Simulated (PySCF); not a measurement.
acetylene (C2H2), singlet, at a GFN2-xTB geometry; M06L/6-31G** in PySCF.

Here is a job for PySCF.
```python
from pyscf import gto, scf, dft

mol = gto.Mole()
mol.atom = '''
    C    -0.000000   -0.000000   -0.596862
    C     0.000000    0.000000    0.596862
    H     0.000000    0.000000    1.646575
    H    -0.000000   -0.000000   -1.646575
'''
mol.basis = '6-31g**'
mol.charge = 0
mol.spin = 0
mol.verbose = 4
mol.build()

mf = dft.RKS(mol)
mf.xc = 'm06l'
mf.kernel()
mf.analyze()
```

### Question
Predict the main parts of the log of this PySCF run.

### Answer

```
PySCF version 2.14.0

[INPUT] verbose = 4
[INPUT] num. atoms = 4
[INPUT] num. electrons = 14
[INPUT] charge = 0
[INPUT] spin (= nelec alpha-beta = 2S) = 0
[INPUT] symmetry False subgroup None
[INPUT] Mole.unit = angstrom
[INPUT] Symbol           X                Y                Z      unit          X                Y                Z       unit  Magmom
[INPUT]  1 C      0.000000000000   0.000000000000  -0.596862000000 AA    0.000000000000   0.000000000000  -1.127905714160 Bohr   0.0
[INPUT]  2 C      0.000000000000   0.000000000000   0.596862000000 AA    0.000000000000   0.000000000000   1.127905714160 Bohr   0.0
[INPUT]  3 H      0.000000000000   0.000000000000   1.646575000000 AA    0.000000000000   0.000000000000   3.111575793556 Bohr   0.0
[INPUT]  4 H      0.000000000000   0.000000000000  -1.646575000000 AA    0.000000000000   0.000000000000  -3.111575793556 Bohr   0.0

nuclear repulsion = 24.9993989035124
number of shells = 18
number of NR pGTOs = 68
number of NR cGTOs = 38
basis = 6-31g**
ecp = {}

******** <class 'pyscf.dft.rks.RKS'> ********
method = RKS
initial guess = minao
damping factor = 0
level_shift factor = 0
DIIS = <class 'pyscf.scf.diis.CDIIS'>
diis_start_cycle = 1
diis_space = 8
diis_damp = 0
SCF conv_tol = 1e-09
SCF conv_tol_grad = None
SCF max_cycles = 50
direct_scf = True
direct_scf_tol = 1e-13
XC library pyscf.dft.libxc version 7.1.2
    S. Lehtola, C. Steigemann, M. J. T. Oliveira, and M. A. L. Marques,  SoftwareX 7, 1–5 (2018)
XC functionals = m06l
    Y. Zhao and D. G. Truhlar,  J. Chem. Phys. 125, 194101 (2006)
    Y. Zhao and D. G. Truhlar,  J. Chem. Phys. 125, 194101 (2006)
    Y. Zhao and D. G. Truhlar,  Theor. Chem. Acc. 120, 215 (2008)
radial grids:
    Treutler-Ahlrichs [JCP 102, 346 (1995); DOI:10.1063/1.469408] (M4) radial grids

becke partition: Becke, JCP 88, 2547 (1988); DOI:10.1063/1.454033
pruning grids: <function nwchem_prune>
grids dens level: 3
symmetrized grids: False
atomic radii adjust function: <function treutler_atomic_radii_adjust>
small_rho_cutoff = 0
Set gradient conv threshold to 3.16228e-05
Initial guess from minao.
tot grids = 47856
init E= -77.4119046218592
  HOMO = -0.360768767080845  LUMO = -0.0473904659496564  gap/eV = 8.52746
cycle= 1 E= -77.2738490119434  delta_E= 0.138  |g|= 0.375  |ddm|= 1.97
  HOMO = -0.18138493736039  LUMO = 0.0816359519138051  gap/eV = 7.15716
cycle= 2 E= -77.2746336099054  delta_E= -0.000785  |g|= 0.371  |ddm|= 0.751
  HOMO = -0.260422934286762  LUMO = 0.0253431825262993  gap/eV = 7.77609
cycle= 3 E= -77.3126430181632  delta_E= -0.038  |g|= 0.0104  |ddm|= 0.333
  HOMO = -0.259269589052596  LUMO = 0.0263823032944302  gap/eV = 7.77298
cycle= 4 E= -77.3126697586465  delta_E= -2.67e-05  |g|= 0.00137  |ddm|= 0.0138
  HOMO = -0.259565030755859  LUMO = 0.0259764730937618  gap/eV = 7.76998
cycle= 5 E= -77.3126701956141  delta_E= -4.37e-07  |g|= 0.000177  |ddm|= 0.00381
  HOMO = -0.259493945509263  LUMO = 0.0260591250894065  gap/eV = 7.77029
cycle= 6 E= -77.3126702045566  delta_E= -8.94e-09  |g|= 2.25e-05  |ddm|= 0.000253
  HOMO = -0.259488649490461  LUMO = 0.0260630798227306  gap/eV = 7.77026
cycle= 7 E= -77.3126702047198  delta_E= -1.63e-10  |g|= 3.27e-06  |ddm|= 6.79e-05
  HOMO = -0.259487598445492  LUMO = 0.0260642414927976  gap/eV = 7.77026
Extra cycle  E= -77.3126702047224  delta_E= -2.53e-12  |g|= 1.17e-06  |ddm|= 6.44e-06
converged SCF energy = -77.3126702047224
**** SCF Summaries ****
Total Energy =                         -77.312670204722366
Nuclear Repulsion Energy =              24.999398903512407
One-electron Energy =                 -152.424632090069906
Two-electron Energy =                   50.112562981835133
Two-electron Coulomb Energy =           61.639681602584844
DFT Exchange-Correlation Energy =      -11.527118620749711
HOMO-LUMO gap [eV] =                     7.770261345282040
**** MO energy ****
MO #1   energy= -10.0597587708171  occ= 2
MO #2   energy= -10.0575769498359  occ= 2
MO #3   energy= -0.703567204396213 occ= 2
MO #4   energy= -0.531141638893532 occ= 2
MO #5   energy= -0.448490148594135 occ= 2
MO #6   energy= -0.259487598445493 occ= 2
MO #7   energy= -0.259487598445492 occ= 2
MO #8   energy= 0.0260642414927976 occ= 0
MO #9   energy= 0.0260642414928074 occ= 0
MO #10  energy= 0.106669951372282  occ= 0
MO #11  energy= 0.157823353765758  occ= 0
MO #12  energy= 0.428138967560153  occ= 0
MO #13  energy= 0.471818251903404  occ= 0
MO #14  energy= 0.530662791432906  occ= 0
MO #15  energy= 0.530662791432907  occ= 0
 ** Mulliken pop on meta-lowdin orthogonal AOs  **
 ** Mulliken pop  **
pop of  0 C 1s            1.99991
pop of  0 C 2s            1.00286
pop of  0 C 3s            0.00695
pop of  0 C 2px           0.99872
pop of  0 C 2py           0.99872
pop of  0 C 2pz           1.14401
pop of  0 C 3px           0.00017
pop of  0 C 3py           0.00017
pop of  0 C 3pz           0.00945
pop of  0 C 3dxy          0.00000
pop of  0 C 3dyz          0.00082
pop of  0 C 3dz^2         0.00267
pop of  0 C 3dxz          0.00082
pop of  0 C 3dx2-y2       0.00000
pop of  1 C 1s            1.99991
pop of  1 C 2s            1.00286
pop of  1 C 3s            0.00695
pop of  1 C 2px           0.99872
pop of  1 C 2py           0.99872
pop of  1 C 2pz           1.14401
pop of  1 C 3px           0.00017
pop of  1 C 3py           0.00017
pop of  1 C 3pz           0.00945
pop of  1 C 3dxy          0.00000
pop of  1 C 3dyz          0.00082
pop of  1 C 3dz^2         0.00267
pop of  1 C 3dxz          0.00082
pop of  1 C 3dx2-y2       0.00000
pop of  2 H 1s            0.81969
pop of  2 H 2s            0.01362
pop of  2 H 2px           0.00029
pop of  2 H 2py           0.00029
pop of  2 H 2pz           0.00084
pop of  3 H 1s            0.81969
pop of  3 H 2s            0.01362
pop of  3 H 2px           0.00029
pop of  3 H 2py           0.00029
pop of  3 H 2pz           0.00084
 ** Mulliken atomic charges  **
charge of    0C =     -0.16527
charge of    1C =     -0.16527
charge of    2H =      0.16527
charge of    3H =      0.16527
Dipole moment(X, Y, Z, Debye):  0.00000, -0.00000, -0.00000
```
